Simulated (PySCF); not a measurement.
## Calcium: highly charged ions in a basis for the neutral atom

Ca¹⁶⁺ [He] 2s2, Ca¹⁷⁺ [He] 2s1. All numbers are calculated (PySCF 2.14, scalar relativity by spin-free X2C-1e, in Sapporo-DKH3-DZP-2012 (6s5p1d, 26 functions)). No spin-orbit coupling, so a gap to NIST mixes the basis error with missing relativistic terms.

Changed run: basis of the neutral atom used for a highly charged ion. This setting is unsound on purpose.

```csv
species,method,sound run (hartree),changed run (hartree),converged
Ca¹⁶⁺,UHF,not run,-471.30355,yes
Ca¹⁶⁺,r2SCAN,not run,-471.35136,yes
Ca¹⁶⁺,PBE,not run,-471.27938,yes
Ca¹⁷⁺,UHF,not run,-431.75497,yes
Ca¹⁷⁺,r2SCAN,not run,-431.78927,yes
Ca¹⁷⁺,PBE,not run,-431.63419,yes
```

Ionisation energy of Ca¹⁶⁺:

```tsv
method	changed run (eV)	NIST (eV)
UHF	1076.2	1086.8 ± 0.4
r2SCAN	1076.5	1086.8 ± 0.4
PBE	1078.8	1086.8 ± 0.4
```

The contracted functions were made for the neutral atom and can be too rigid for a highly charged ion.
